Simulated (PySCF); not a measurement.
**C6H5ClSi: g tensor and hyperfine couplings**

C6H5ClSi (triplet state).
Cartesian coordinates in Å at the GFN2-xTB level; atoms count from 1:
```xyz
13
C6H5ClSi angstrom
Cl     3.985    1.305    0.055
Si     2.843   -0.404   -0.111
C      0.998   -0.252   -0.053
C      0.155   -1.371   -0.159
C     -1.212   -1.220   -0.111
C     -1.780    0.039    0.043
C     -0.955    1.151    0.149
C      0.415    1.018    0.103
H      0.590   -2.352   -0.279
H     -1.848   -2.091   -0.194
H     -2.853    0.153    0.080
H     -1.388    2.134    0.270
H      1.044    1.892    0.187
```

The hyperfine couplings belong to this conformer and change with its torsions.

The species is `c1ccc([Si]Cl)cc1` [triplet].

The calculation used UKS B3LYP, pcH-1 on C Cl H Si, non-relativistic, mean-field spin-orbit, GIAO (PySCF). Isolated species at its GFN2-xTB geometry (one conformer only). This triplet need not be the ground state; the singlet was not compared here. A GFN2-xTB geometry isn't a minimum of the functional, and hyperfine couplings can be far from their values at a DFT geometry, by a factor of two or more for some ions and for spin on atoms past the first row. No stability test was run, so a lower SCF solution isn't excluded.

```
g1, g2, g3   : 2.00061, 2.00419, 2.00468
g_iso        : 2.00316
Form of g    : close to axial: the two nearest values differ by 12 % of g3 − g1
⟨S²⟩         : 2.0081 (exact 2.0000)
Total energy : -981.32119 Eh
```

Hyperfine couplings atom by atom, in MHz; T1 to T3 are the principal values of the dipolar part; ρ(0) is the spin density at the nucleus:

```csv
atom,isotope,a_iso,of which spin–orbit,T1,T2,T3,Mulliken spin population,ρ(0) (bohr⁻³)
Cl1,35Cl,15.7,0.4,-19.7,1.8,17.9,0.13,0.0698
Si2,29Si,-518.3,1.0,-65.6,-14.4,79.9,1.60,1.1686
C3,13C,51.0,0.0,-12.5,-5.9,18.4,0.04,0.0909
C4,13C,2.3,0.0,-4.7,-3.4,8.1,0.10,0.0042
C5,13C,-4.6,0.0,-4.0,1.5,2.5,-0.06,-0.0081
C6,13C,5.9,0.0,-5.3,-4.5,9.8,0.13,0.0106
C7,13C,-0.2,0.0,-4.5,1.0,3.4,-0.05,-0.0003
C8,13C,12.5,0.0,-5.8,-1.6,7.4,0.12,0.0222
H9,1H,-2.6,0.0,-2.3,-0.1,2.4,0.00,-0.0012
H10,1H,2.4,0.0,-1.0,-0.2,1.2,0.00,0.0011
H11,1H,-4.2,0.0,-2.8,-0.3,3.2,-0.01,-0.0019
H12,1H,4.6,0.0,-1.2,-0.1,1.2,0.00,0.0021
H13,1H,-1.2,0.0,-2.4,-0.7,3.0,0.00,-0.0005
```

The largest Mulliken spin populations are on Si2 (+1.60), C6 (+0.13), Cl1 (+0.13) and C8 (+0.12). Si2 is the only atom above +0.15.

Axes: g1 points within 6° of the C6–C7 bond and g2 is normal to the molecular plane.

The 13C coupling of C3 (51.0 MHz) shows only in satellite lines or after enrichment, since that isotope makes up about 1.07 % of natural carbon.

The 29Si coupling of Si2 (-518.3 MHz) shows only in satellite lines or after enrichment, since that isotope makes up about 4.7 % of natural silicon.

The spin density at the nucleus, in bohr⁻³, is negative for H11 (-0.0019), for instance. A restricted open-shell determinant has no negative spin density anywhere; here it arises because α and β orbitals differ (spin polarisation).
